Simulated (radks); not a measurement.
All-electron atom: B2+ in [He] 2s1.

Method: non-relativistic Kohn-Sham, exchange-only PBE, spin-polarised, spherical densities, point nucleus; open shells are filled with parallel spins first; computed with a radial shooting solver on a logarithmic mesh with Libxc functionals.

Energy parts (eV):
| part | energy |
|---|---|
| total | -634.947 |
| kinetic | 634.947 |
| electron-nucleus | -1389.721 |
| Hartree | 206.296 |
| exchange | -86.469 |

Orbitals (lengths in bohr, moments of r in powers of bohr; r(90%) holds 90 % of the orbital's charge):
| orbital | occ. | eigenvalue (eV) | r(90%) | <r^2> |
|---|---|---|---|---|
| 1s up | 1 | -210.4484 | 0.591 | 0.1467 |
| 1s down | 1 | -209.5841 | 0.590 | 0.1461 |
| 2s up | 1 | -32.2607 | 2.51 | 3.111 |

The highest occupied level is 2s up at -32.261 eV. Virial ratio -V/T = 2.00000. The electron density at the nucleus is 72.14 e/bohr^3.
